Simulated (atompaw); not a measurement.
## Pseudopotential generation for copper: PAW (atompaw), PBE, scalar-relativistic.

* Element: Cu (Z = 29)
* Generator: atompaw 4.2.0.5
* Type: PAW
* Functional: PBE
* Relativity: scalar-relativistic
* Frozen core: [Ne]
* Valence charge: 19
* Reference configuration: 3s2 3p6 3d10 4s0.5 4p0 (charge +0.5)
* Partial waves: 3s (bound): rc 1.25 bohr; 4s (bound): rc 1.25 bohr; 3p (bound): rc 0.85 bohr; 4p (bound, empty): rc 1.25 bohr; 3d (bound): rc 0.70 bohr; 3d channel at -0.2 Ry: rc 0.70 bohr
* Local potential: troulliermartins scheme with l = 3 at 0.5 Ry, radius 0.95 bohr
* Core correction: smooth core density matched at 0.95 bohr
* Augmentation charge: besselshape compensation charge, radius 1.20 bohr; PAW radius 1.25 bohr; waves and projectors: custom polynom gramschmidtortho

- Cutoffs needed: 300 Ry and over 300 Ry (the cutoffs (Ry, on a coarse ladder) from which the occupation-weighted sum of valence levels, in a spherical-Bessel basis at the reference potential, stays within 10 and 1 mRy of its value at 400 Ry)
- Ghost test: no extra level below or beside the all-electron valence levels (s, p, d, f tested) (spherical-Bessel basis up to 400 Ry, 20 bohr box)
- Lowest eigenvalue of the overlap operator: 0.55 (p channel)
- Overlap eigenvalues printed by atompaw (projector basis): 0.714, 1.06, 1.72, 9.94, 25.5, 3.07e+04
- Share of each valence orbital outside the PAW sphere: 3s 4 %, 4s 96 %, 3p 7 %, 4p 99 %, 3d 27 %
